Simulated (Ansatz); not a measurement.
`P[SiH2][AlH][Cl]` + `[PH2][GaH2]` → `P[PH][GaH2]` + `[SiH3][AlH][Cl]` at 600 K and 1 bar (cleavage of the P–Si bond).

Program: Ansatz. Geometries: PBE0-D4/def2-TZVP. ΔE: electronic, gas phase. CCSD(T)/CBS is the MP2 limit (def2-TZVPP, def2-QZVPP) plus CCSD(T) − MP2 in def2-TZVPP, frozen cores. For Ga outer-core shells are correlated without core-valence functions, which leaves a few kJ/mol of doubt a bond. Scalar relativity is left out up to krypton. One conformer a species, not always the lowest.

```
           species  CCSD(T)/CBS energy (Eh)  H − E (kJ/mol)  S (J/(mol·K))
`P[SiH2][AlH][Cl]`              -1334.87683           179.2          483.6
     `[PH2][GaH2]`              -2267.26620           120.0          347.4
     `P[PH][GaH2]`              -2608.80809           163.1          413.9
 `[SiH3][AlH][Cl]`               -993.32756           135.6          410.5
```

H − E and S are ideal-gas, rigid-rotor, harmonic terms from PBE0-D4/def2-TZVP, for one conformer and one mirror image of each species. 1 Eh = 2625.50 kJ/mol, R = 8.31446 J/(mol·K).

Task: By hand: ΔE, ΔH, ΔS and ΔG.

Result: ΔE = (-2608.80809) + (-993.32756) − (-1334.87683) − (-2267.26620) = 0.00738 Eh = 19.4 kJ/mol. Δ(H − E) = 163.1 + 135.6 − 179.2 − 120.0 = -0.5, so ΔH = 18.9 kJ/mol. ΔS = 413.9 + 410.5 − 483.6 − 347.4 = -6.6 J/(mol·K). ΔG = 18.9 − 600 × (-6.6)/1000 = 22.9 kJ/mol.

Task: By hand: the equilibrium constant, and the temperature at which ΔG would vanish if ΔH and ΔS stayed fixed.

Result: log₁₀ K = −ΔG/(RT ln 10) = -2.0. ΔH and −TΔS have one sign here, so there is no such temperature.

The number of gas molecules stays the same, so ΔS is small and ΔH decides. A doubt of 5 kJ/mol in ΔE shifts log₁₀ K by 0.4 here. Other conformers and mirror images would add mixing entropy, several J/(mol·K) or more a flexible species. Modes under 60 cm⁻¹, often nearly free rotors, make the harmonic entropy too high. These are equilibria of isolated gas molecules and say nothing of rates. Largest T1 diagnostic: 0.014 (customary marks: 0.02 for closed shells, 0.045 for open ones).

ΔS is within the doubt of such terms, so its sign, and with it that verdict, could turn.
